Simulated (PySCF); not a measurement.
Species: C5H7BO3.
Geometry (PBE0-D3(BJ)/def2-SVP, Å), atoms numbered from 1 in this order:
```xyz
16
C5H7BO3 angstrom
C     -0.5704   -2.0386    0.4169
O     -1.1373   -0.7582    0.3035
B     -0.4520    0.3712    0.0129
C      1.0731    0.3591   -0.2535
C      2.2777    0.3030   -0.4417
C      3.6970    0.2555   -0.7183
O      4.5312   -0.0964    0.0765
O     -1.0957    1.5550   -0.0493
C     -2.4761    1.6377    0.2136
H      0.5296   -2.0028    0.4647
H     -0.9507   -2.5164    1.3320
H     -0.8671   -2.6567   -0.4449
H      3.9697    0.5762   -1.7536
H     -3.0576    1.0228   -0.4919
H     -2.7119    1.2972    1.2346
H     -2.7792    2.6882    0.1081
```

All values: CAM-B3LYP/def2-SVPD (PySCF, non-relativistic), on one gas-phase PBE0-D3(BJ)/def2-SVP geometry that isn't relaxed in the solvent. The solvent is an IEF-PCM continuum (Bondi radii, 1.10 Å for H, scaled by 1.2), and excitations are vertical TDDFT with non-equilibrium linear response and a frozen core. Only the electrostatic response of the medium enters.

```
run  E − E(gas) (kcal/mol)  HOMO (eV)  HOMO–LUMO gap (eV)  dipole (D)  lowest singlet (eV)  static polarisability (au)
gas                   0.00      -9.67                8.57        3.42                 3.88                        86.6
  P                  -4.82      -9.83                8.67        3.97                 3.98                       102.7
  Q                  -6.74      -9.89                8.71        4.18                 4.02                       110.2
```

**Question.** The runs were made in chloroform and dimethylsulfoxide. Which run belongs to which solvent?

**Answer.** P = chloroform, Q = dimethylsulfoxide. The dielectric constants are 4.711 (chloroform), 46.83 (dimethylsulfoxide), and the energy falls further as ε rises. The optical constants n² used for the excitations are 2.09, 2.19 in the same order. In this model the ground state sees the solvent through ε alone.

**Question.** How constant is the ratio of the lowering to (ε − 1)/(2ε + 1)?

**Answer.** 
```
          solvent  (ε − 1)/(2ε + 1)  E − E(gas) (kcal/mol)  ratio (kcal/mol)  polarisation term (kcal/mol)
       chloroform             0.356                  -4.82             -13.5                         -5.41
dimethylsulfoxide             0.484                  -6.74             -13.9                         -7.89
```

The ratio changes by +2.7 % in size from chloroform to dimethylsulfoxide. The polarisation term is half the interaction of the solute with the induced surface charges.

Hardware: one thread of an Intel Xeon at 2.50 GHz, shared host with 64 logical CPUs at a one-minute load of 60. Cost: 1.9 min wall, 1.3 GiB resident at most. This is the whole response run at CAM-B3LYP/def2-SVPD in dimethylsulfoxide, SCF included.
